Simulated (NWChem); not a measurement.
System: C₃H₅FSi; SMILES CC#C[SiH2]F

Excerpt of the output:

```
             Northwest Computational Chemistry Package (NWChem) 7.3.0
             --------------------------------------------------------

                             Geometry "geometry" -> ""
                             -------------------------

 Output coordinates in angstroms (scale by  1.889725989 to convert to a.u.)

  No.       Tag          Charge          X              Y              Z
 ---- ---------------- ---------- -------------- -------------- --------------
    1 C                    6.0000     3.06572100     0.26792200    -0.08238400
    2 C                    6.0000     1.61931900     0.15972400     0.06285600
    3 C                    6.0000     0.41113900     0.06866000     0.18211300
    4 Si                  14.0000    -1.38439300    -0.05781600     0.38223900
    5 F                    9.0000    -2.07249700    -0.39057000    -1.04133700
    6 H                    1.0000     3.32902900     0.91531800    -0.92738600
    7 H                    1.0000     3.51945500     0.69402600     0.82047200
    8 H                    1.0000     3.52017800    -0.71480900    -0.25561900
    9 H                    1.0000    -1.71767900    -1.15450000     1.32366100
   10 H                    1.0000    -1.93465900     1.22978000     0.87171900

 Effective nuclear repulsion energy (a.u.)     192.9654991704

                              NWChem Property Module
                              ----------------------

  itol2e modified to match energy
  convergence criterion.

                                 NWChem DFT Module
                                 -----------------

 Summary of "ao basis" -> "ao basis" (spherical)
 ------------------------------------------------------------------------------
       Tag                 Description            Shells   Functions and Types
 ---------------- ------------------------------  ------  ---------------------
 C                           6-31g*                  6       14   3s2p1d
 Si                          6-31g*                  8       18   4s3p1d
 F                           6-31g*                  6       14   3s2p1d
 H                           6-31g*                  2        2   2s

  itol2e modified to match energy
  convergence criterion.

            General Information
            -------------------
          SCF calculation type: DFT
          Wavefunction type:  closed shell.
          No. of atoms     :    10
          No. of electrons :    46
           Alpha electrons :    23
            Beta electrons :    23
          Charge           :     0
          Spin multiplicity:     1
          Use of symmetry is: off; symmetry adaption is: off
          Maximum number of iterations: 150
          AO basis - number of functions:    84
                     number of shells:    42
          Convergence on energy requested:  1.00D-07
          Convergence on density requested:  1.00D-05
          Convergence on gradient requested:  5.00D-04

              XC Information
              --------------
                         B3LYP Method XC Potential
                     Hartree-Fock (Exact) Exchange  0.200
                        Slater Exchange Functional  0.800 local
                    Becke 1988 Exchange Functional  0.720 non-local
              Lee-Yang-Parr Correlation Functional  0.810
                  VWN I RPA Correlation Functional  0.190 local

[...]

          -----------------------------------------
          Chemical Shielding Tensors (GIAO, in ppm)
          -----------------------------------------

                                NWChem CPHF Module
                                ------------------

  scftype          =     RHF
  nclosed          =       23
  nopen            =        0
  variables        =     1403
  # of vectors     =        3
  tolerance        = 0.10D-03
  level shift      = 0.00D+00
  max iterations   =       50
  max subspace     =       30

 SCF residual:    2.2567613118212795E-005

Iterative solution of linear equations
  No. of variables     1403
  No. of equations        3
  Maximum subspace       30
        Iterations       50
       Convergence  1.0D-04

   iter   nsub   residual    time
   ----  ------  --------  ---------
     1      3    4.68D-01      18.9
     2      6    1.31D-02      20.7
     3      9    9.00D-04      22.5
     4     12    8.98D-05      24.2

      Atom:    1  C
        Diamagnetic
    259.9720      0.2745     -0.2945
      0.2745    256.4947     -0.0025
     -0.2945     -0.0025    256.5398

        Paramagnetic
    -60.0136      1.3224     -1.9989
      1.3224    -78.9420     -0.2107
     -1.9989     -0.2107    -79.1582

        Total Shielding Tensor
    199.9584      1.5970     -2.2934
      1.5970    177.5527     -0.2132
     -2.2934     -0.2132    177.3816

           isotropic =     184.9642
          anisotropy =      23.0081

          Principal Components and Axis System
                 1           2           3
              200.3029    177.4479    177.1418

      1         0.9925     -0.0866      0.0865
      2         0.0706      0.9824      0.1729
      3        -0.1000     -0.1655      0.9811

      Atom:    2  C
        Diamagnetic
    286.6320      4.2230     -6.3852
      4.2230    228.2364     -0.3606
     -6.3852     -0.3606    229.1402

        Paramagnetic
    -33.3422     14.7444    -15.7904
     14.7444   -221.0097     -1.5226
    -15.7904     -1.5226   -222.3077

        Total Shielding Tensor
    253.2898     18.9674    -22.1756
     18.9674      7.2267     -1.8832
    -22.1756     -1.8832      6.8325

           isotropic =      89.1164
          anisotropy =     251.4133

          Principal Components and Axis System
                 1           2           3
              256.7253      5.8081      4.8158

      1         0.9931     -0.0917      0.0726
      2         0.0762      0.9781      0.1935
      3        -0.0887     -0.1866      0.9784

      Atom:    3  C
        Diamagnetic
    288.6732      2.9417     -4.9027
      2.9417    246.4701     -0.2189
     -4.9027     -0.2189    247.4505

        Paramagnetic
    -22.6255     14.3388    -16.9817
     14.3388   -207.1264      0.6560
    -16.9817      0.6560   -196.4489

        Total Shielding Tensor
    266.0476     17.2805    -21.8843
     17.2805     39.3438      0.4371
    -21.8843      0.4371     51.0016

           isotropic =     118.7977
          anisotropy =     226.0984

          Principal Components and Axis System
                 1           2           3
              269.5300     49.2158     37.6472

      1         0.9923      0.0836     -0.0915
      2         0.0743      0.1897      0.9790
      3        -0.0992      0.9783     -0.1820

      Atom:    4  Si
        Diamagnetic
    883.2024      0.7145      2.8990
      0.7145    881.8084      1.4769
      2.8990      1.4769    887.8521

        Paramagnetic
   -473.5120      5.9597     31.9202
      5.9597   -469.3176     14.2145
     31.9202     14.2145   -412.7417

        Total Shielding Tensor
    409.6904      6.6742     34.8192
      6.6742    412.4908     15.6914
     34.8192     15.6914    475.1104

           isotropic =     432.4305
          anisotropy =      91.9823

          Principal Components and Axis System
                 1           2           3
              493.7520    408.9135    394.6260

      1         0.3884     -0.0881      0.9173
      2         0.2054      0.9787      0.0071
      3         0.8983     -0.1856     -0.3982

      Atom:    5  F
        Diamagnetic
    468.2088      2.7690     11.2523
      2.7690    462.5835      5.5941
     11.2523      5.5941    485.3585

        Paramagnetic
    -62.5572      0.6128    -16.9223
      0.6128   -105.4744     -2.5584
    -16.9223     -2.5584   -110.6543

        Total Shielding Tensor
    405.6516      3.3817     -5.6700
      3.3817    357.1091      3.0357
     -5.6700      3.0357    374.7042

           isotropic =     379.1550
          anisotropy =      41.4924

          Principal Components and Axis System
                 1           2           3
              406.8166    374.4278    356.2205

      1         0.9841      0.1541     -0.0885
      2         0.0567      0.1997      0.9782
      3        -0.1684      0.9677     -0.1878

      Atom:    6  H
        Diamagnetic
     28.3081      3.2846     -4.2481
      3.2846     28.5175     -7.1959
     -4.2481     -7.1959     32.4202

        Paramagnetic
      2.7209     -1.2958      1.6879
     -1.2958      0.6271      3.3981
      1.6879      3.3981     -1.3360

        Total Shielding Tensor
     31.0289      1.9888     -2.5602
      1.9888     29.1446     -3.7977
     -2.5602     -3.7977     31.0843

           isotropic =      30.4193
          anisotropy =       8.5281

          Principal Components and Axis System
                 1           2           3
               36.1047     28.9583     26.1948

      1        -0.5383      0.8428     -0.0001
      2        -0.5170     -0.3301      0.7898
      3         0.6656      0.4252      0.6134

      Atom:    7  H
        Diamagnetic
     30.4994      3.3196      5.9255
      3.3196     25.3950      4.9456
      5.9255      4.9456     33.2768

        Paramagnetic
      1.7661     -1.3646     -2.8439
     -1.3646      2.1706     -2.3849
     -2.8439     -2.3849     -1.7163

[...]
```

Level: B3LYP/6-31G* (spherical d), GIAO. Structure relaxed at the B3LYP/6-31G* (spherical d) level. The printed shielding anisotropy is the first printed principal value minus the mean of the other two.

Write an input that gives this output.

Several could match; the one computed here: the input that was run:
```
start job
memory heap 200 mb stack 900 mb global 1100 mb
geometry units angstroms noautosym nocenter noautoz
  C      3.065721     0.267922    -0.082384
  C      1.619319     0.159724     0.062856
  C      0.411139     0.068660     0.182113
  Si    -1.384393    -0.057816     0.382239
  F     -2.072497    -0.390570    -1.041337
  H      3.329029     0.915318    -0.927386
  H      3.519455     0.694026     0.820472
  H      3.520178    -0.714809    -0.255619
  H     -1.717679    -1.154500     1.323661
  H     -1.934659     1.229780     0.871719
end
basis spherical
  * library 6-31g*
end
dft
  xc b3lyp
  iterations 150
end
property
  shielding 9 1 2 3 4 5 6 7 8 9
end
task dft property
```
